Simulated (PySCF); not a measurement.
NICS in rings of unrelated molecules.

Definitions: NICS(0) = −σiso at the ring centroid; NICS(1) = −σiso and NICS(1)zz = −σzz at ±1 Å along the ring normal z. Level: GIAO PBE0/pcSseg-1 (PySCF, non-relativistic, gas phase) on the PBE0-D3(BJ)/def2-SVP geometries, one conformer each. Atom numbers follow the mapped SMILES.

Task: Order these rings by mean NICS(1)zz, lowest (most negative) first (ppm).
A. ring C3–C4–C5–C6–Si7–C8 in `[F:1][CH2:2][C@H:3]1[CH2:4][CH2:5][CH2:6][SiH2:7][CH2:8]1`
B. ring C2–C4–C5 in `[CH3:1][C:2]1([CH3:3])[CH2:4][CH2:5]1`
C. ring C4–C5–C6–C7–C8–C9 in `[CH2:1]=[C:2]([CH3:3])[c:4]1[cH:5][cH:6][cH:7][cH:8][cH:9]1`
D. ring C5–C6–C7–C8 in `[CH:1]#[C:2]/[C:3]([CH3:4])=[C:5]1/[CH2:6][CH2:7][C:8]1=[CH2:9]`
E. ring C4–C5–C6–C7–C8–N9 in `[CH2:1]=[C:2]([CH3:3])[c:4]1[cH:5][cH:6][cH:7][cH:8][n:9]1`
F. ring C4–C5–B6–C7–C8–C9 in `[Cl:1][B:2]([Cl:3])[C@@H:4]1[CH2:5][BH:6][CH2:7][CH2:8][CH2:9]1`

Result: C (-27.4), E (-26.3), B (-22.3), F (-0.5), D (2.0), A (3.7).

```csv
SMILES,ring,NICS(0),NICS(1),NICS(1)zz,HOMA,rms pucker (Å),ring atoms with four or more neighbours
C=C(C)c1ccccc1,6-membered carbocycle; formal bonds all aromatic,-8.2,-11.0,-27.4,0.97,0.01,0
C=C(C)c1ccccn1,6-membered ring with N; formal bonds all aromatic,-6.7,-10.7,-26.3,0.98,0.00,0
CC1(C)CC1,3-membered carbocycle; formal bonds all single,-44.7,-8.4,-22.3,–,0.00,3
ClB(Cl)[C@@H]1CBCCC1,6-membered ring with B; formal bonds all single,1.4,-1.3,-0.5,–,0.20,5
C#C/C(C)=C1/CCC1=C,4-membered carbocycle; formal bonds all single,3.4,-1.3,2.0,–,0.00,2
FC[C@H]1CCC[SiH2]C1,6-membered ring with Si; formal bonds all single,-2.4,-2.2,3.7,–,0.24,6
```

NICS(0) gives another order. The isotropic NICS(1) gives another order. HOMA uses Krygowski's 1993 parameters; it is left out where a ring has a four-coordinate atom, a triple bond, no multiple bond or a kind of bond without parameters. NICS(1) and NICS(1)zz are means over the two faces.
